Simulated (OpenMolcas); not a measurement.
Ir5+ among 6 point charges of -1.5 e arranged as a tetragonal octahedron (D4h), 1.77 Å from the ion, with the axial distance 1.628 Å.
```
   1.7700    0.0000    0.0000  -1.50
   0.0000    1.7700    0.0000  -1.50
  -1.7700    0.0000    0.0000  -1.50
   0.0000   -1.7700    0.0000  -1.50
   0.0000    0.0000    1.6284  -1.50
   0.0000    0.0000   -1.6284  -1.50
```

```json
{"Program": "OpenMolcas 26.06", "Method": "SS-CASPT2, IPEA 0.25 Eh, imaginary shift 0.1 Eh (closed shells correlated: 5s 5p)", "Basis": "ANO-RCC-VTZP [8s7p5d3f1g]", "Scalar Hamiltonian": "DKH2, point nucleus", "Active space": "4 electrons in 5 orbitals (5d)", "State averaging": "2S+1 = 5 even, 5 roots; 2S+1 = 3 even, 45 roots; 2S+1 = 1 even, 50 roots", "Spin-orbit coupling": "state interaction with AMFI integrals over the reference wave functions"}
```

What is the spin-free ground state (labels of D4, the rotations of D4h)?

5A1, 1-fold in its orbital part, 100 % from free-ion D terms; it has the highest spin that d4 allows.

Where is the first state of the same spin?

5B1 at 6710 cm-1 above the ground state.

What are the lowest two levels with spin-orbit coupling?

A 1-fold level A1, then a 2-fold level E 4610 cm-1 above it. Their leading multiplicities are 5 (51 %) and 5 (77 %).

What is χT at 300 K?

0.09 cm3 K/mol.

Spin-orbit coupling mixes the spin-free states strongly: the lowest level takes only 33 % from its leading state, 5A1. This shell can be high or low spin here, a state of another spin lies low, and with metal d orbitals alone active their balance is uncertain, so the ground spin may be wrong. Point charges give a weaker field than real ligands, and real ions of this kind are as a rule low spin; the high spin found here belongs to the model. Free-ion shares, where given, are those of the reference states; single-state CASPT2 does not remix them. This is an electrostatic model: the charges have no orbitals. No measured value stands beside these numbers.
